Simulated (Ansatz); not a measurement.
Stepwise reaction of `[SiH3][O][Al]([Cl])[Cl]` with water, as a gas-phase model of exchange steps in deposition or etching. ΔE in kJ/mol.

Computed with Ansatz on PBE0-D4/def2-TZVP structures; ΔE is electronic, products minus reactants. CCSD(T)/CBS adds triple-zeta CCSD(T) − MP2 to the extrapolated MP2 energy (def2 sets, frozen cores). This one scheme is used for every species. DFT in def2-TZVPP. B3LYP here is the variant with VWN-RPA as its local correlation; programs differ in this. Each species was taken in one conformer, which may not be the lowest.

```csv
step,reaction,PBE-D4,B3LYP-D4,ωB97M-V,CCSD(T)/CBS
1,`[SiH3][O][Al]([Cl])[Cl]` + H₂O → `[OH][Al]([Cl])[O][SiH3]` + HCl,25.3,21.7,23.6,26.2
2,`[OH][Al]([Cl])[O][SiH3]` + H₂O → `[OH][Al]([OH])[O][SiH3]` + HCl,27.4,23.3,25.7,27.6
```

Question: By hand: ΔE of the 2 steps together at CCSD(T)/CBS.

Answer: (26.2) + (27.6) = 53.8 kJ/mol, or 26.9 kJ/mol a step.

In ΔE the steps differ by no more than 1.4 kJ/mol. All are uphill at CCSD(T)/CBS. PBE-D4 differs from CCSD(T)/CBS by -0.9 to -0.2 kJ/mol a step. Isolated molecules leave out the surface, adducts and barriers. Largest T1 diagnostic: 0.012.
